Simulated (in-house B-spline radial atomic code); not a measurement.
## Ionising Br3+ with different functionals

Computed with an all-electron radial atomic-structure program (B-spline basis): non-relativistic Hamiltonian, point nucleus, spin-polarised at highest spin, spherical fractional occupations for the functionals, the average over the highest-spin determinants for Hartree-Fock. The ionisation energy is the difference of two self-consistent energies, [Ar] 3d10 4s2 4p2 → [Ar] 3d10 4s2 4p1, without Breit or QED terms; ε is the level of the shell that loses the electron (its least bound occupied spin orbital). There is no spin-orbit coupling in this Hamiltonian.

Hybrids are left out here: with spherical fractional occupations of an open shell their exact exchange keeps a self-interaction that integer-occupation calculations don't have.

```json
{"method": "Hartree-Fock", "rung": "Hartree-Fock", "ΔSCF (eV)": "46.10", "-ε(4p) (eV)": "46.43"}
{"method": "LDA VWN5", "rung": "LDA", "ΔSCF (eV)": "?", "-ε(4p) (eV)": "?"}
{"method": "LDA PW92", "rung": "LDA", "ΔSCF (eV)": "46.97", "-ε(4p) (eV)": "40.95"}
{"method": "LDA exchange-only", "rung": "LDA", "ΔSCF (eV)": "45.78", "-ε(4p) (eV)": "39.81"}
{"method": "PBE", "rung": "GGA", "ΔSCF (eV)": "?", "-ε(4p) (eV)": "?"}
{"method": "PBEsol", "rung": "GGA", "ΔSCF (eV)": "46.84", "-ε(4p) (eV)": "40.87"}
{"method": "BLYP", "rung": "GGA", "ΔSCF (eV)": "46.65", "-ε(4p) (eV)": "40.61"}
{"method": "RPBE", "rung": "GGA", "ΔSCF (eV)": "46.76", "-ε(4p) (eV)": "40.83"}
{"method": "PW91", "rung": "GGA", "ΔSCF (eV)": "46.91", "-ε(4p) (eV)": "40.93"}
{"method": "BP86", "rung": "GGA", "ΔSCF (eV)": "46.93", "-ε(4p) (eV)": "40.93"}
{"method": "AM05", "rung": "GGA", "ΔSCF (eV)": "46.81", "-ε(4p) (eV)": "40.83"}
{"method": "OLYP", "rung": "GGA", "ΔSCF (eV)": "46.83", "-ε(4p) (eV)": "40.88"}
{"method": "TPSS", "rung": "meta-GGA", "ΔSCF (eV)": "46.90", "-ε(4p) (eV)": "40.99"}
{"method": "SCAN", "rung": "meta-GGA", "ΔSCF (eV)": "47.17", "-ε(4p) (eV)": "41.32"}
{"method": "r2SCAN", "rung": "meta-GGA", "ΔSCF (eV)": "47.16", "-ε(4p) (eV)": "41.32"}
{"method": "M06-L", "rung": "meta-GGA", "ΔSCF (eV)": "46.46", "-ε(4p) (eV)": "40.68"}
{"method": "revTPSS", "rung": "meta-GGA", "ΔSCF (eV)": "46.91", "-ε(4p) (eV)": "41.02"}
```

What does PBE give?

ΔSCF 46.81 eV, and -ε(4p) = 40.85 eV.

What does LDA VWN5 give?

ΔSCF 46.99 eV, and -ε(4p) = 40.96 eV.

How do they compare with the NIST value?

NIST lists 47.78 eV ± 0.012 (measured, ground level to ground level). Errors run from -2.00 to -0.62 eV; SCAN is closest (-0.62 eV), though others lie within the uncertainty of it, and part of that can be cancellation, since the calculations leave out relativity, Breit-QED terms, multiplet and fine-structure energies. Hartree-Fock also lacks correlation.
